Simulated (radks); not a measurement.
Results of a calculation; reference values are marked as such.
The nuclear charge of the palladium ion Pd+ is varied continuously with 45 electrons held in [Kr] 4d9. Code: a radial shooting solver on a logarithmic mesh with Libxc functionals. Model: scalar-relativistic Kohn-Sham, SCAN, spin-polarised, spherical densities, finite nucleus; open shells are filled with parallel spins first (spin-orbit coupling, left out, can overturn this in heavy ions); meta-GGA in the generalised Kohn-Sham scheme; Fermi nuclear charge, rms radius 4.5318 fm. By the Hellmann-Feynman theorem dE/dZ = E(electron-nucleus)/Z, the electronic potential at the nucleus (averaged over a nucleus of fixed radius). The scalar-relativistic energy here is not variational (the density holds large components alone), so the two differ by a part that grows with Z.

Z     E (hartree)  E(electron-nucleus)/Z (hartree)  HOMO  e(HOMO) (eV)  <r> HOMO (bohr)
45.6  -4940.99389                         -261.531    4d        -9.377            1.543
45.8  -4993.60346                         -263.115    4d       -11.749            1.500
46    -5046.53051                         -264.697    4d       -14.255            1.461
46.2  -5099.77730                         -266.279    4d       -16.889            1.426
46.4  -5153.34203                         -267.861    4d       -19.644            1.393
46.6  -5207.22556                         -269.442    4d       -22.516            1.362
46.8  -5261.42824                         -271.022    4d       -25.500            1.334
47    -5315.94923                         -272.603    4d       -28.593            1.308

The central difference of E at Z = 46 is -265.435 hartree, to compare with the third column; the second derivative is -7.99 hartree.
